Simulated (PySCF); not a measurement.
# Reproducing measurements on SiCl4

**Measured values to compare with.**

Zheng, Zhang, Jin, Southworth, Cheng, Phys. Chem. Chem. Phys. 2022, 24, 13587 lists, for the gas: Si 1s binding energy of Si2 1850.6 eV.

The runs below try to reproduce these values; the comparison stands at the end.

SiCl4.
SMILES with atom numbers: `[Cl:1][Si:2]([Cl:3])([Cl:4])[Cl:5]`

Cartesian coordinates in Å at the PBE0-D3(BJ)/def2-TZVP level; atoms count from 1:
```
atom  x, y, z in Å
Cl1    1.6915    0.6695   -0.8982
Si2    0.0064   -0.0055   -0.0088
Cl3    0.1869    0.1717    1.9968
Cl4   -1.5745    1.0847   -0.6405
Cl5   -0.2787   -1.9479   -0.4909
```

The PySCF runs (gas phase, on this PBE0-D3(BJ)/def2-TZVP geometry; non-relativistic but for the core-level run):

| level | job | basis functions |
| --- | --- | --- |
| delta-SCF UKS SCAN, pcX-3 on the ionised atom, pcseg-2 elsewhere, spin-free X2C | ΔSCF core ionisation, 4 holes | 235 |

## Comparison

**Core binding energies.** Delta-SCF UKS SCAN, pcX-3 on the ionised atom, pcseg-2 elsewhere, spin-free X2C in PySCF.

```tsv
level and atom	computed (eV)	measured (eV)	computed − measured (eV)
Si 1s, Si2	1850.37	1850.6	-0.23
```

Sources, in the order of the opening: Zheng, Zhang, Jin, Southworth, Cheng, Phys. Chem. Chem. Phys. 2022, 24, 13587. The computed values are vertical, without vibrational structure; measured positions hang on the energy calibration. 

No measured geometry was used, and the causes of the misses weren't examined.
